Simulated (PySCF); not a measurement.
## Electron correlation in Ar (argon, neutral)

[Ar], closed-shell 1S. Computed with PySCF 2.14 in cc-pVTZ-DK (5s4p2d1f, 34 functions), with scalar relativity by spin-free X2C-1e. Frozen: [Ne]; 8 electrons correlated.

MP2 pair energies summed by pair of shells (mhartree):

| pair | energy | share (%) |
| --- | --- | --- |
| 3p-3p | -150.89 | 73.2 |
| 3s-3p | -46.30 | 22.5 |
| 3s-3s | -8.92 | 4.3 |

Total MP2 correlation energy: -206.10 mhartree.

Same-spin part -51.95 and opposite-spin part -154.16 mhartree; SCS-MP2 scales them by 1/3 and 6/5 to -202.30 mhartree.

| level | correlation energy (mhartree) |
| --- | --- |
| CCSD | -223.58 |
| (T) | -6.47 |
| CCSD(T) | -230.05 |

Diagnostics: T1 = 0.0021, D1 = 0.0034, largest double amplitude 0.049.

Problem. Is a single reference adequate?

Solution. Yes: T1 lies below 0.03 and no double amplitude reaches 0.07.
